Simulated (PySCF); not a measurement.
From one molecule to another.

First species: C₅H₅F₃O.
SMILES: `C/C(C=O)=C/C(F)(F)F`

Second species: C5H3NO2.
Numbering: `[CH:1]#[C:2][C:3](=[O:4])[O:5][CH2:6][C:7]#[N:8]` (hydrogens: H9 on C1; H10, H11 on C6)

Cartesian coordinates in Å at the GFN2-xTB level; atoms count from 1:
```xyz
11
C5H3NO2 angstrom
C      3.182    0.152    0.179
C      2.019   -0.139    0.208
C      0.641   -0.552    0.299
O      0.235   -1.441    0.998
O     -0.121    0.186   -0.527
C     -1.516   -0.101   -0.540
C     -2.262    0.934    0.148
N     -2.836    1.755    0.695
H      4.197    0.420    0.142
H     -1.699   -1.065   -0.042
H     -1.834   -0.146   -1.587
```

Levels: CAM-B3LYP/def2-SVPD for dipole moment, HOMO energy, LUMO energy, HOMO–LUMO gap, static isotropic polarisability and electronic spatial extent ⟨r²⟩ about the centre of nuclear charge; TDDFT CAM-B3LYP/def2-SVPD for lowest singlet excitation; TDA CAM-B3LYP/def2-SVPD for lowest triplet excitation (Tamm–Dancoff); GFN2-xTB for rotational constant A and rotational constant C. Geometries: GFN2-xTB. Each species is one conformer at its optimised geometry, gas phase, non-relativistic unless stated. Electronic properties by PySCF.

The conformers computed, where there is a choice (atom-mapped SMILES and torsion angles):
- `[CH3:1]/[C:2]([CH:3]=[O:4])=[CH:5]/[C:6]([F:7])([F:8])[F:9]`: C1–C2–C3–O4 0°, C2–C5–C6–F7 60°
- `[CH:1]#[C:2][C:3](=[O:4])[O:5][CH2:6][C:7]#[N:8]`: C2–C3–O5–C6 180°, C3–O5–C6–C7 106°

Values for the first species:

* Dipole moment: 2.70 D
* HOMO energy: -9.59 eV
* LUMO energy: -1.50 eV
* HOMO–LUMO gap: 8.09 eV
* Lowest singlet excitation: 3.63 eV
* Lowest triplet excitation (Tamm–Dancoff): 3.08 eV
* Static isotropic polarisability: 66.6 au
* Electronic spatial extent ⟨r²⟩ about the centre of nuclear charge: 1275 bohr²
* Rotational constant A: 2.952 GHz
* Rotational constant C: 0.877 GHz

Estimate the same properties for the second species, and the change in each.

```tsv
property	first	second	second less first
dipole moment	2.70 D	3.83 D	+1.13 D
HOMO energy	-9.59 eV	-10.37 eV	-0.78 eV
LUMO energy	-1.50 eV	-0.84 eV	+0.66 eV
HOMO–LUMO gap	8.09 eV	9.53 eV	+1.44 eV
lowest singlet excitation	3.63 eV	5.04 eV	+1.41 eV
lowest triplet excitation (Tamm–Dancoff)	3.08 eV	4.58 eV	+1.50 eV
static isotropic polarisability	66.6 au	67.3 au	+0.7 au
electronic spatial extent ⟨r²⟩ about the centre of nuclear charge	1275 bohr²	1091 bohr²	-184 bohr²
rotational constant A	2.952 GHz	5.214 GHz	+2.262 GHz
rotational constant C	0.877 GHz	1.022 GHz	+0.145 GHz
```

On the first: In atomic units the dipole is 1.06 e·bohr (1 au = 2.5417 D). The polarisability is 9.87 Å³ as a volume (1 au = 0.148185 Å³), or 0.95 au for each of the 70 electrons.

On the second: No computed singlet falls in the visible range (750 to 380 nm, 1.65 to 3.26 eV); S1 lies 1.78 eV above its blue end. The polarisability is 9.97 Å³ as a volume (1 au = 0.148185 Å³), or 1.20 au for each of the 56 electrons.
